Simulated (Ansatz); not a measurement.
Total energies of the cluster ZrCu4⁺ (the lowest doublet isomer of a short search) from Ansatz at PBE0-D4/def2-TZVP, gas phase (1 Eh = 27.2114 eV = 2625.5 kJ/mol). The reference geometry is relaxed at PBE-D4/def2-SVP.

Cartesian coordinates in Å:
```
Zr -1.060 1.071 -0.192
Cu 1.479 1.212 -0.479
Cu 0.324 -0.806 -1.197
Cu 0.574 -0.101 1.360
Cu -1.317 -1.376 0.508
```

| state | geometry | energy (Eh) |
| --- | --- | --- |
| charge 1 doublet | reference | -6607.94787 |
| charge 0 triplet | reference | -6608.15912 |
| charge 1 quartet | relaxed at PBE-D4/def2-SVP | -6607.95390 |

In the def2 sets Zr takes a core potential; there is no spin–orbit coupling.

**Question.** Work out the vertical electron affinity, to the triplet.

**Answer.** E(charge 1 doublet) − E(charge 0 triplet) = -6607.94787 − (-6608.15912) = 0.21125 Eh = 5.75 eV.

**Question.** Which of the charge 1 states is lowest, and how far above it are the others?

**Answer.** The quartet. doublet: -6607.94787 − (-6607.95390) = 0.00603 Eh = 15.8 kJ/mol.

At PBE0-D4/def2-TZVP the charge 1 doublet is spin-contaminated (final ⟨S²⟩ up to 0.94, 0.75 for a pure state). 

The structure comes from a short search, and lower isomers may exist.
